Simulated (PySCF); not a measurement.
**A single-point calculation**

[HfCl2]+ (doublet). PySCF 2.14.0, UKS PBE0, Hf def2-SVP with ECP60, Cl def2-SVP; non-relativistic Hamiltonian with scalar-relativistic core potentials where named; density fitting; no spin-orbit coupling. Purpose: one electron added, vertical, doublet.

```python
mol = gto.M(atom='''
Hf    -0.00000    -0.00000    -0.54828
Cl     1.71429    -0.00000     0.83396
Cl    -1.71429     0.00000     0.83396''',
    basis={'Hf': 'def2-SVP', 'Cl': 'def2-SVP'},
    ecp={'Hf': 'def2-SVP'},
    charge=1, spin=1)
mf = dft.UKS(mol, xc='PBE0')
mf.grids.atom_grid = (50, 194)
mf = mf.density_fit()  # fitting sets: Hf def2-universal-JKFIT, Cl def2-universal-JKFIT
mf.conv_tol = 1e-08; mf.max_cycle = 55
mf.kernel(dm0)  # dm0: converged density of the relaxed state
```

Run from Python with OMP_NUM_THREADS=2; the lines above give its settings. Where DIIS fails, smearing, a level shift and second-order steps follow.
It took 1.5 s on 2 threads of Intel(R) Xeon(R) Platinum 8259CL CPU @ 2.50GHz (Skylake/Cascade Lake) (shared host), from an already converged density.

**Question.** Where do the frontier levels lie, over both spins?

**Answer.** HOMO -11.76 eV, LUMO -8.32 eV. 

**Question.** What are the Mulliken charges and spins?

**Answer.** 
| atom | charge (e) | spin (e) |
| --- | --- | --- |
| Hf1 | 1.018 | 1.081 |
| Cl2 | -0.009 | -0.041 |
| Cl3 | -0.009 | -0.041 |

**Question.** How does its energy compare with the relaxed singlet of charge +2 in vacuum?

**Answer.** It lies 13.817 eV lower.

Open shells may have lower solutions than the one found.
